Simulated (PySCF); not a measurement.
O₂S₂, SMILES O=S(=O)=S. Coordinates come from a B3LYP-D3(BJ)/def2-SVP optimisation.

Question: Give the equilibrium geometry at B3LYP-D3(BJ)/def2-SVP (PySCF confirms it by a frequency run) as bond lengths and angles, and its point group. (Estimate from the structure and the level; the computed values follow.)

Answer: point group C2v.
Atoms: S1 S2 O3 O4. Bonded distances (Å): S1–S2 1.909, S1–O3 1.459, S1–O4 1.459. Bond angles (°): S2–S1–O3 120.2, S2–S1–O4 120.2, O3–S1–O4 119.6.
Charge 0, spin multiplicity 1.
